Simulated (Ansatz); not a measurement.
The B1–H5 bond of C2H3B (SMILES BC#C) is stretched (multiplicity 1, the rest rigid).
Geometry at rest (charge 0, multiplicity 1):
```json
[
 {"atom": "B", "x (Å)": "-1.1934", "y (Å)": "-0.0518", "z (Å)": "-0.7150"},
 {"atom": "C", "x (Å)": "0.0924", "y (Å)": "0.0040", "z (Å)": "0.0554"},
 {"atom": "C", "x (Å)": "1.1293", "y (Å)": "0.0490", "z (Å)": "0.6766"},
 {"atom": "H", "x (Å)": "2.0411", "y (Å)": "0.0886", "z (Å)": "1.2230"},
 {"atom": "H", "x (Å)": "-1.9546", "y (Å)": "0.8608", "z (Å)": "-0.6666"},
 {"atom": "H", "x (Å)": "-1.4500", "y (Å)": "-1.0086", "z (Å)": "-1.3734"}
]
```

Cores are frozen in the correlated methods.

The values were computed with Ansatz (Gaussian orbitals). Values without a source in brackets are computed.

FIC-MRCISD+Q on CASSCF(2,2)/cc-pVTZ, total energies (hartree):

| R (Å) | CASSCF | MRCISD | weight c² of the reference |
|---|---|---|---|
| 1.189 | -102.138543 | -102.505969 | 0.88395 |
| 2.082 | -102.046010 | -102.403987 | 0.88340 |
| 3.806 | -101.985272 | -102.337543 | 0.88430 |

Q: Add the Davidson correction (E_MRCISD − E_CASSCF)(1 − c²)/c² and give the energies above the first point at the three levels.

A: 
Corrections (hartree): -0.048237, -0.047247, -0.046092. Above the first point (kcal/mol):
- R = 2.082 Å: CASSCF 58.1, MRCISD 64.0, with the correction 64.6
- R = 3.806 Å: CASSCF 96.2, MRCISD 105.7, with the correction 107.0

Ansatz is a first-principles code.
